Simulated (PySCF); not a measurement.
The isolated species AsH2(OMe), `O(C)[AsH2]` is ionised with Al Kα (hν = 1486.6 eV). Calculated photoelectron kinetic energies of its computed core levels, recoil neglected:

```
line  kinetic energy (eV)
   1              1194.34
   2               948.74
```

The calculation used PySCF 2.14.0, delta-SCF UKS SCAN, pcX-2 on the ionised atom, pcseg-1 elsewhere, spin-free X2C.

Task: Which element, shell and site does each line come from? Bonds: As1–O4, O4–C5. Hydrogens: H2, H3 on As1; H6, H7, H8 on C5.

Result: Against the vacuum level, binding energy = hν − kinetic energy.

| line | binding energy (eV) | level | atoms | environment |
| --- | --- | --- | --- | --- |
| 1 | 292.26 | C 1s | C5 | carbon bonded to O and 3 H |
| 2 | 537.86 | O 1s | O4 | oxygen bonded to As and C |

Task: Where does line 1 move with hν = 1000.0 eV?

Result: To 1000.0 − 292.26 = 707.74 eV; every photoline shifts by the change in photon energy, -486.6 eV.

Task: Give the binding energy of C 1s of C5 in hartree and in kJ/mol.

Result: 292.26 eV = 10.7404 Eh = 28199 kJ/mol.

Other core shells, valence and Auger electrons aren't listed. No level of arsenic is listed. Geometry: PBE0-D3(BJ)/def2-SVP, one conformer, isolated molecule.

Hardware: one thread of an Arm Neoverse V2 (shared host). Cost: 5.9 s of wall time.
